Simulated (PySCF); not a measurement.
The calculation used delta-SCF UKS SCAN, pcX-2 on the ionised atom, pcseg-1 elsewhere, spin-free X2C (PySCF). Geometries: PBE0-D3(BJ)/def2-SVP; isolated species, one conformer each. Values against the vacuum level.

Question: Rank by computed C 1s binding energy, lowest first.
A. C7 in `[BH2:1]/[C:2](=[CH:3]\[CH3:4])[C:5](=[CH2:6])[CH3:7]`
B. C3 in `[CH:1]#[C:2][CH2:3][C:4](=[CH2:5])[SiH3:6]`
C. C1 in `[CH3:1][C:2]#[C:3][CH2:4][B:5]([CH3:6])[CH3:7]`
D. C3 in `[CH3:1][CH:2]=[C:3]=[CH:4][B:5]([CH3:6])[CH3:7]`

Answer: D (290.24 eV), A (290.62 eV), C (291.29 eV), B (291.68 eV).

From the lowest up, the atoms are bonded to: 2 C (double bond) (290.24); C and 3 H (290.62); C and 3 H (291.29); 2 C and 2 H (291.68).

1 of these hole states is spin-contaminated (⟨S²⟩ 0.91, against 0.75; counted from 0.85) and less certain.
